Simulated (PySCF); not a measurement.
In(Cl)2(OAc) (C2H3Cl2InO2), SMILES CC(=O)[O][In]([Cl])[Cl].

Geometry optimised at PBE-D3(BJ)/def2-SVP. The def2 effective core potentials stand for the cores of In; spin–orbit coupling is left out. Other conformers were not sampled.

Method: PySCF with IEF-PCM-B3LYP/def2-SVP.

The values are the electrostatic part of the solvation free energy, E(continuum) − E(gas) at the gas-phase geometry, in a cavity of scaled van der Waals radii (PySCF's table); cavitation and dispersion terms are not included. A continuum can't describe solvent molecules that bind to the metal. In vacuum the orbital gap is 5.92 eV. The dipole moment in vacuum is 3.22 D.

Computed values in water (ε = 78.36), tetrahydrofuran (ε = 7.43), 1-octanol (ε = 9.86):
```json
[
 {"solvent": "water", "ε": "78.36", "ΔG(elec) (kcal/mol)": "-7.5", "dipole (D)": "3.92", "gap (eV)": "6.09"},
 {"solvent": "tetrahydrofuran", "ε": "7.43", "ΔG(elec) (kcal/mol)": "-6.1", "dipole (D)": "3.81", "gap (eV)": "6.07"},
 {"solvent": "1-octanol", "ε": "9.86", "ΔG(elec) (kcal/mol)": "-6.5", "dipole (D)": "3.84", "gap (eV)": "6.08"}
]
```
